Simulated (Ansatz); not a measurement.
Basis-set extrapolation for C₂H₁₀Si₃, SMILES `[SiH3]CC1[SiH2][SiH2]1` (PBE0-D4/def2-TZVP geometry, frozen core, the Gaussian-basis code of Ansatz). Multiplicity 1, RHF reference.

```tsv
	def2-TZVPP	def2-QZVPP
HF	-948.356856	-948.387148
MP2 correlation	-0.722691	-0.771181
CCSD(T) correlation	-0.829815	not run
```

Energies in hartree. Use E(X) = E(∞) + A·exp(−7.88·√X) for Hartree–Fock and E(X) = E(∞) + B·X^(−2.97) for correlation, with X = 3 and 4, and add CCSD(T) minus MP2 of the smaller set to the MP2 limit.

**Question.** What is the CCSD(T) energy at the basis-set limit?

**Answer.** HF limit: -948.387148 + (-0.030292) × 0.13774 = -948.39132. MP2 limit: -0.771181 + (-0.048490) × 0.74074 = -0.80710. Higher-order term: -0.829815 − (-0.722691) = -0.10712. Total: -949.30554 hartree, 3.23 eV below CCSD(T)/def2-TZVPP.
